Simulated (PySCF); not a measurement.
Compound: C3H7O3S (doublet state).
Numbering: `[CH3:1][C:2]([CH3:3])[S:4](=[O:5])(=[O:6])[OH:7]` (hydrogens: H8, H9, H10 on C1; H11, H12, H13 on C3; H14 on O7)

Geometry (PBE0-D3(BJ)/def2-SVP, Å), atoms numbered from 1 in this order:
```
atom  x, y, z in Å
C1    -0.5367    1.4771   -0.1431
C2    -0.4016    0.0073   -0.2730
C3    -1.3089   -0.9654    0.3769
S4     1.1167   -0.5948   -0.8982
O5     1.6298    0.3256   -1.9031
O6     0.9963   -2.0149   -1.1449
O7     2.1017   -0.4229    0.3969
H8    -1.5951    1.7735   -0.1996
H9    -0.1524    1.8251    0.8357
H10    0.0255    1.9971   -0.9315
H11   -1.0687   -1.0731    1.4529
H12   -2.3527   -0.6225    0.3087
H13   -1.2160   -1.9590   -0.0823
H14    2.7607    0.2460    0.1552
```

The hyperfine couplings belong to this conformer and change with its torsions.

Method used: PySCF 2.14.0, UKS B3LYP, IGLO-III on C O S, pcH-1 on H, non-relativistic, mean-field spin-orbit, GIAO. Isolated species at its PBE0-D3(BJ)/def2-SVP geometry (one conformer only). Stability of the SCF solution: not tested.

Problem. Break the g tensor into its mass correction, gauge correction and orbital-Zeeman/spin–orbit terms.

Solution. 
```csv
Δg (ppm),1,2,3
relativistic mass correction,-157,-157,-157
gauge correction,54,21,43
orbital Zeeman/spin–orbit,-652,255,1190
total,-755,119,1075
```

So g = 2.00156, 2.00244, 2.00339 and g_iso = 2.00247; the tensor is rhombic: the two nearest values differ by 48 % of g3 − g1. Axes: g3 points within 11° of the C2–S4 bond.

Problem. How much does each term add to the isotropic shift?

Solution. The orbital-Zeeman/spin–orbit term 264, the mass correction -157 and the gauge correction 39 ppm, for a total of 146 ppm. The orbital-Zeeman/spin–orbit term is the largest in size. The mass correction is the same along every axis, so the anisotropy comes from the other two: their spans along these axes are 33 (gauge) and 1841 ppm (orbital Zeeman/spin–orbit).

Problem. What effective moment and Curie constant follow for a powder?

Solution. With the mean of g² = 4.0099 and S(S+1) = 0.75: μ_eff = √(⟨g²⟩S(S+1)) = 1.734 μB and χT = 0.12505·⟨g²⟩·S(S+1) = 0.376 cm³ K/mol (cgs; spin-Hamiltonian part alone).

Problem. At 9.727 GHz, how far is the centre of the isotropic spectrum from where a free electron (g = 2.002319) resonates?

Solution. B = hν/(g μB) with μB/h = 13.99624 MHz/mT gives 347.08 mT for the free electron and 347.06 mT at g_iso, 0.03 mT lower.

Problem. In a frozen sample, at which fields do the three g values resonate at 9.5, 34, 94 and 263 GHz (hyperfine left aside), and which band first spreads them over more than twice a line width of 0.3 mT?

Solution. 
```tsv
band	GHz	B(g3) mT	B(g2) mT	B(g1) mT	spread mT
X	9.5	338.80	338.96	339.11	0.31
Q	34.0	1212.55	1213.13	1213.66	1.11
W	94.0	3352.35	3353.96	3355.42	3.07
J	263.0	9379.46	9383.94	9388.03	8.58
```

The spread grows in proportion to the frequency. Q band is the first where it exceeds 0.6 mT.

The Mulliken spin populations are largest on C2 (+0.89), C3 (-0.08), C1 (-0.08) and H11 (+0.07). No atom but C2 exceeds +0.15. The positive populations add up to 1.16 and the negative ones to -0.16, together 2S = 1. The angles at C2 add up to 358.3°, so it is nearly planar.

The HOMO–LUMO gaps are 6.80 eV among the α and 5.54 eV among the β orbitals.
